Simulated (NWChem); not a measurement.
System: C₂H₄NO anion

Here is an NWChem input.

```
start job
memory heap 200 mb stack 900 mb global 1100 mb
charge -1
geometry units angstroms noautosym
  C      0.483600    -1.378045    -0.004401
  N     -0.711562    -0.563906    -0.023676
  C     -0.533301     0.740666    -0.006159
  O      0.522396     1.440483     0.029119
  H      0.664019    -1.826344     1.048287
  H      0.348867    -2.271282    -0.721799
  H      1.423211    -0.791790    -0.300000
  H     -1.511683     1.295394    -0.033931
end
basis spherical
  * library def2-svpd
end
dft
  xc b3lyp
  grid fine
  iterations 150
end
driver
  maxiter 120
  tight
end
task dft optimize
task dft freq
```

Output (shortened):

```
             Northwest Computational Chemistry Package (NWChem) 7.3.0
             --------------------------------------------------------

                             Geometry "geometry" -> ""
                             -------------------------

 Output coordinates in angstroms (scale by  1.889725989 to convert to a.u.)

  No.       Tag          Charge          X              Y              Z
 ---- ---------------- ---------- -------------- -------------- --------------
    1 C                    6.0000     0.48926316    -1.38314906    -0.00428542
    2 N                    7.0000    -0.70589884    -0.56901006    -0.02356042
    3 C                    6.0000    -0.52763784     0.73556194    -0.00604342
    4 O                    8.0000     0.52805916     1.43537894     0.02923458
    5 H                    1.0000     0.66968216    -1.83144806     1.04840258
    6 H                    1.0000     0.35453016    -2.27638606    -0.72168342
    7 H                    1.0000     1.42887416    -0.79689406    -0.29988442
    8 H                    1.0000    -1.50601984     1.29028994    -0.03381542

 Effective nuclear repulsion energy (a.u.)     111.7738985080

                                Z-matrix (autoz)
                                --------

 Units are Angstrom for bonds and degrees for angles

[...]

      ----------------------
      Optimization converged
      ----------------------

  Step       Energy      Delta E   Gmax     Grms     Xrms     Xmax
  ---- ---------------- -------- -------- -------- -------- --------
@   28    -208.48010656  1.1D-08  0.00001  0.00000  0.00002  0.00005
                                     ok       ok       ok       ok

                                Z-matrix (autoz)
                                --------

 Units are Angstrom for bonds and degrees for angles

[...]

 Rotational Constants
 --------------------
 A=   0.679572 cm-1  (  0.977730 K)
 B=   0.221444 cm-1  (  0.318602 K)
 C=   0.172384 cm-1  (  0.248017 K)

 Temperature                      =   298.15K
 frequency scaling parameter      =   1.0000

 Zero-Point correction to Energy  =   37.365 kcal/mol  (  0.059544 au)
 Thermal correction to Energy     =   40.150 kcal/mol  (  0.063983 au)
 Thermal correction to Enthalpy   =   40.742 kcal/mol  (  0.064927 au)

 Total Entropy                    =   67.466 cal/mol-K
   - Translational                =   38.079 cal/mol-K (mol. weight =  58.0293)
   - Rotational                   =   23.635 cal/mol-K (symmetry #  =        1)
   - Vibrational                  =    5.752 cal/mol-K

 Cv (constant volume heat capacity) =   13.456 cal/mol-K
   - Translational                  =    2.979 cal/mol-K
   - Rotational                     =    2.979 cal/mol-K
   - Vibrational                    =    7.497 cal/mol-K

[normal modes left out]

 ----------------------------------------------------------------------------
 Normal Eigenvalue ||           Projected Infra Red Intensities
  Mode   [cm**-1]  || [atomic units] [(debye/angs)**2] [(KM/mol)] [arbitrary]
 ------ ---------- || -------------- ----------------- ---------- -----------
    1       -0.000 ||    0.015001           0.346        14.623       2.064
    2       -0.000 ||    0.005138           0.119         5.008       0.707
    3       -0.000 ||    0.005782           0.133         5.637       0.795
    4        0.000 ||    0.004230           0.098         4.124       0.582
    5        0.000 ||    0.008694           0.201         8.475       1.196
    6        0.000 ||    0.015469           0.357        15.080       2.128
    7      136.391 ||    0.000002           0.000         0.002       0.000
    8      285.182 ||    0.013908           0.321        13.558       1.913
    9      454.447 ||    0.016918           0.390        16.493       2.327
   10      793.155 ||    0.011439           0.264        11.151       1.574
   11      987.246 ||    0.016186           0.373        15.779       2.227
   12      998.597 ||    0.000239           0.006         0.233       0.033
   13     1107.273 ||    0.002070           0.048         2.018       0.285
   14     1138.084 ||    0.003085           0.071         3.007       0.424
   15     1352.075 ||    0.081616           1.883        79.564      11.228
   16     1372.538 ||    0.084946           1.960        82.810      11.686
   17     1393.387 ||    0.008527           0.197         8.312       1.173
   18     1444.327 ||    0.001193           0.028         1.163       0.164
   19     1450.229 ||    0.002657           0.061         2.591       0.366
   20     1640.372 ||    0.646055          14.905       629.806      88.878
   21     2787.203 ||    0.374637           8.643       365.214      51.539
   22     2898.068 ||    0.170948           3.944       166.649      23.517
   23     2920.710 ||    0.148798           3.433       145.055      20.470
   24     2990.111 ||    0.107032           2.469       104.340      14.724
 ----------------------------------------------------------------------------
```

Level: B3LYP/def2-SVPD.
